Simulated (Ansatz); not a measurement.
Geometry optimisation, RKS B3LYP/def2-SVP (Ansatz).

Input file:

```yaml
crystal:
  periodic: [false, false, false]
  atoms:
    - { symbol: Al, position_ang: [-0.798207, 0.399401, 0.188374] }
    - { symbol: F, position_ang: [0.151336, 1.516155, -0.734086] }
    - { symbol: O, position_ang: [-2.059107, -0.46703, -0.529315] }
    - { symbol: O, position_ang: [-0.477982, 0.374449, 1.84789] }
    - { symbol: H, position_ang: [1.856006, 0.199235, -1.058273] }
    - { symbol: O, position_ang: [1.995178, -0.715811, -0.764431] }
    - { symbol: H, position_ang: [-2.240878, -0.508655, -1.472212] }
    - { symbol: H, position_ang: [-0.941173, -0.186016, 2.476364] }
    - { symbol: H, position_ang: [2.514727, -0.611829, 0.04559] }
basis:
  gaussian: { orbitals: def2-SVP }
hamiltonian:
  xc: b3lyp
relax:
  f_tol: 0.03
  max_steps: 50
output:
  orbitals: {}
```

Launched with:

```bash
$ ansatz run input.yaml --threads 2 --pin off --max-ram 3072MiB --backend cpu --events-out ev --progress --plain --runs-dir out
```

Task: Where does it end, and by what steps?

Result: The forces met the threshold. After 13 steps the energy has fallen by 0.889 eV; H9 moved furthest, 0.95 Å. Joined: Al1–O6.

```json
{"step": "0", "energy less start (eV)": "0.0000", "largest force component (eV/Å)": "1.184", "accepted": "yes"}
{"step": "1", "energy less start (eV)": "-0.1484", "largest force component (eV/Å)": "0.926", "accepted": "yes"}
{"step": "2", "energy less start (eV)": "-0.3289", "largest force component (eV/Å)": "1.131", "accepted": "yes"}
{"step": "3", "energy less start (eV)": "-0.6210", "largest force component (eV/Å)": "0.904", "accepted": "yes"}
{"step": "4", "energy less start (eV)": "-0.7359", "largest force component (eV/Å)": "1.321", "accepted": "yes"}
{"step": "5", "energy less start (eV)": "-0.7987", "largest force component (eV/Å)": "0.557", "accepted": "yes"}
{"step": "6", "energy less start (eV)": "-0.8279", "largest force component (eV/Å)": "0.265", "accepted": "yes"}
{"step": "7", "energy less start (eV)": "-0.8485", "largest force component (eV/Å)": "0.327", "accepted": "yes"}
{"step": "8", "energy less start (eV)": "-0.8666", "largest force component (eV/Å)": "0.440", "accepted": "yes"}
{"step": "9", "energy less start (eV)": "-0.8791", "largest force component (eV/Å)": "0.312", "accepted": "yes"}
{"step": "10", "energy less start (eV)": "-0.8845", "largest force component (eV/Å)": "0.153", "accepted": "yes"}
{"step": "11", "energy less start (eV)": "-0.8866", "largest force component (eV/Å)": "0.086", "accepted": "yes"}
{"step": "12", "energy less start (eV)": "-0.8880", "largest force component (eV/Å)": "0.061", "accepted": "yes"}
{"step": "13", "energy less start (eV)": "-0.8885", "largest force component (eV/Å)": "0.025", "accepted": "yes"}
```

```xyz
9
Properties=species:S:1:pos:R:3
Al -0.410 0.274 -0.056
F -0.092 1.758 -0.786
O -1.711 -0.660 -0.650
O 0.041 0.078 1.602
H 1.923 0.200 -0.885
O 1.359 -0.493 -0.506
H -2.177 -0.466 -1.467
H -0.573 -0.069 2.324
H 1.641 -0.623 0.423
```

Whether the end is a true minimum wasn't checked by a vibrational analysis.

Time of the run: 30 s on 2 threads of Arm Neoverse V1 (shared host), peak memory 0.18 GiB.
